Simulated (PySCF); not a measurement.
[FeF4]- (charge -1 and sextet state).
SMILES: `[F][Fe-]([F])([F])[F]`

Computed, not measured: PBE0-D3(BJ)/def2-SVP geometry optimisation, gas phase in PySCF.

Masses are those of the commonest isotopes; rigid-rotor values at the optimised geometry. 

Question: What are A, B and C (MHz)?

Answer: Ia = 165.96, Ib = 166.27, Ic = 166.53 u·Å²; 505379 MHz·u·Å²/I gives A = 3045, B = 3039, C = 3035 MHz.

Question: What kind of rotor is it?

Answer: A spherical top, as the point group Td requires three equal moments; the computed ones differ by 0.34 % because the geometry is symmetric only within the optimiser's tolerance.

The point group Td allows no dipole (computed: 0.01 D (about the centre of mass, as the species is charged)), so a rigid rotor has no electric-dipole lines.

Question: Estimate the classical rotational partition function at 10 K, 200 K and 500 K.

Answer: Point group Td, symmetry number σ = 12; q = (√π/σ)·√((kT/h)³/(ABC)), k/h = 20836.6 MHz/K: 83.8 at 10 K, 7500 at 200 K, 29600 at 500 K.

For this open shell read J as N, the rotation without spin; fine and hyperfine splittings come on top. No frequency check. ⟨S²⟩ = 8.755 (exact for a sextet: 8.75). Constants of a rigid frame at the computed geometry: no zero-point averaging, no centrifugal distortion.

Time: 19 s wall. Hardware: an x86-64 server with one thread, shared host. This is the geometry optimisation.

For an open-shell metal species like this, the optimisation's SCF solution wasn't tested for stability and no frequencies at its level were run, so a lower state or another shape may exist.
